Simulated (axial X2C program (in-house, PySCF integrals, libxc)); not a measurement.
Worked dissociation energy of LiRu⁺: CCSD, scalar-relativistic

Computed with an axial X2C code built on PySCF integrals. Spin-free means the one-electron spin-free X2C Hamiltonian. Basis: Ru dyall-cv3z [12s12p8d5f3g], Li dyall-cv3z [7s8p2d] (cores contracted in-house); Gaussian nuclei, density fitting, unrestricted open shells. Masses: Ru 101.904 u, Li 7.016 u.

Molecular state: M_S = 2, Λ = 2 (beyond evenly filled blocks: σα, π+α, π-α, δ+α, δ+β, δ-α).

Correlated methods: 8 electrons correlated (number of frozen shells: Ru 4 s, 3 p, 1 d; Li 1 s), 266 virtual spin orbitals or spinors in MP2, 90 natural virtuals in coupled cluster.

- E(Ru) (2M_S = 4, M_L = 2): -4528.238575 hartree
- E(Li+) (2M_S = 0, M_L = 0): -7.237072 hartree
- E(LiRu⁺) at Re: -4535.506435 hartree
- ωe: 253.3 cm⁻¹
- ωexe: 2.42 cm⁻¹

Task: Work out De and D0.

Result: De = -4528.238575 + (-7.237072) − (-4535.506435) = 0.03079 hartree = 0.838 eV. The zero-point energy is ωe/2 − ωexe/4 = 126 cm⁻¹ = 0.016 eV, so D0 = 0.822 eV.

One determinant describes the state; a PBE0 search over occupations chose it and may have missed a lower one. Dissociation energies refer to the lowest single-determinant-based atoms at the same level and basis. CCSD ran in a truncated set of natural virtual spinors with an MP2 remainder; without triples it tends to underbind. PBE0 can misorder states that lie within some tenths of an eV, so this need not be the ground state of the molecule. The nearest other spin-free determinant of the search, M_S = 2, Λ = 0, lies 0.07 eV up at the distance of the search.

Each atomic determinant is the lowest at this level and need not be a pure term. Totals compare only within one Hamiltonian and basis.
